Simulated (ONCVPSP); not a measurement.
**Cutoff test, Pd (Z = 46), ONCV**

ONCVPSP 4.0.1 input, shortened (lines: element, Z, core and valence counts, functional; n l f; lmax; l rc ep ncon nbas qcut; lloc lpopt rc5 dvloc0; l nproj debl; icmod fcfact rcfact), PBE, fully relativistic:

```
  Pd 46.00    6    3        4      upf
    1    0    2.00
    2    0    2.00
    2    1    6.00
    3    0    2.00
    3    1    6.00
    3    2   10.00
    4    0    2.00
    4    1    6.00
    4    2   10.00
    2
    0    1.60    0.00    4    8    6.00
    1    1.35    0.00    5    9   12.80
    2    2.10    0.00    4    8    6.20
    4    3    0.95    0.00
    0    2    1.50
    1    2    0.80
    2    2    2.40
    3    3.00    1.20
```

Open shells are filled in proportion to 2j + 1.

In the s channel the program set the typed energies aside and used -3.134, 0.250 Ha. In the p channel the program set the typed energies aside and used -1.830, 0.250 Ha (j = l + 1/2; the other j can differ).

Problem. For each optimised wave give the share of its norm inside rc, the residual kinetic energy above qcut (Ha) and the cutoffs (Ha) for errors of 10, 1, 0.1 and 0.01 mHa per electron.

Solution.

```
               wave  norm inside rc  residual KE  10 mHa  1 mHa  0.1 mHa  0.01 mHa
                 4s           0.962      2.2e-04     6.4   14.5     36.4      70.0
      s projector 2           0.032      1.3e-04     4.6   12.2     19.1      73.3
           4p j=3/2           0.801      1.1e-07    40.1   52.3     61.9      69.6
p projector 2 j=3/2           0.047      1.2e-08    25.3   42.5     54.2      63.5
           4p j=1/2           0.826      1.2e-07    40.7   52.7     62.3      69.9
p projector 2 j=1/2           0.045      1.6e-08    24.8   42.9     54.9      64.2
           4d j=5/2           0.790      1.5e-04    14.0   16.8     21.2      52.5
d projector 2 j=5/2           0.202      1.1e-03    15.8   19.8     53.8      69.2
           4d j=3/2           0.804      1.6e-04    14.1   16.9     22.1      52.8
d projector 2 j=3/2           0.205      1.2e-03    15.9   19.9     56.0      69.6
```

The occupied waves need 53 Ha and 62 Ha for 1 and 0.1 mHa. 1 of 4 tests not solved or not reliable.
